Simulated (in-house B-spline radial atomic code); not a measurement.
# Response and correlation of the thallium ion Tl³⁵⁺

Closed shell [Kr] 4d10. Computed with a B-spline radial code for spherical atoms: Dirac-Hartree-Fock, relativistic RPA (time-dependent Dirac-Hartree-Fock) for the response and second-order many-body perturbation theory for correlation, no-pair Dirac-Coulomb Hamiltonian, finite nucleus.

Command:
```bash
python run_mb.py task.json out
```
Settings (nuclear radius in fm, box in bohr, cutoff in hartree):
```
basis_form          2
Z                   81
core_configuration  [Kr] 4d10
rms_radius          5.4759
mass_number         205
speed_of_light      137.036
box_radius          2.56
lmax                7
intervals           56
virtual_cutoff      164025.0
```

Time taken, with all properties: 6.5 s on 1 thread of Intel(R) Xeon(R) 6975P-C, with other jobs on the host.

| multipole (bohr³, bohr⁵, bohr⁷) | uncoupled | coupled RPA |
| --- | --- | --- |
| dipole | 0.053484 | 0.045661 |
| quadrupole | 0.0062098 | ? |
| octupole | 0.0017727 | 0.0018914 |

(1) What is the coupled quadrupole polarisability?

(2) Which subshells carry the dipole polarisability?

(3) What does the dipole shielding factor come to?

Dipole polarisability at imaginary frequency:

```tsv
u (Eh)	α(iu) (bohr³)
0	0.04566
4.32	0.04077
10.8	0.02745
21.6	0.01492
32.4	0.009595
43.2	0.006823
64.8	0.004068
86.4	0.002745
108	0.001991
151	0.001194
216	0.000666
324	0.00033
432	0.0001965
648	9.274e-05
1080	3.515e-05
2160	9.134e-06
```

(4) What dispersion coefficients follow for two such ions (the dispersion part alone)?

Lowest J = 1 odd-parity excitations:

```tsv
energy (eV)	oscillator strength	leading channel	weight
228.04	0.000321	4d5/2 → f5/2	0.88
249.51	0.155	4d5/2 → f7/2	0.488
300.47	4	4d3/2 → f5/2	0.626
583.46	0.385	4d3/2 → p1/2	0.994
605.43	0.579	4d5/2 → p3/2	0.985
632.79	0.0619	4d3/2 → p3/2	0.988
739.93	0.487	4p3/2 → s1/2	0.994
803.94	0.0222	4d5/2 → f5/2	0.863
```

Second-order correlation energy by the highest angular momentum of the excited pair (hartree): s -0.03119, p -0.2447, d -0.6177, f -1.33, g -0.4188, h -0.1862, i -0.085, k -0.04353.

(5) What is the second-order correlation energy at the partial-wave limit?

Results:

(1) 0.0063751 atomic units, +3 % against the uncoupled value.

(2) 4d5/2 58.0 %, 4d3/2 35.4 %, 4p3/2 3.8 %.

(3) The dipole shielding factor is 0.568, against the exact N/Z = 46/81 = 0.568 of the non-relativistic theorem.

(4) C6 = (3/π)∫α(iu)²du = 0.02284 hartree·bohr⁶ and C8 = 0.0214 hartree·bohr⁸.

(5) The listed waves sum to -2.9573 hartree; extrapolating the increments as (l + 1/2)⁻⁴ gives -3.0462 hartree, -1.8 eV per electron.
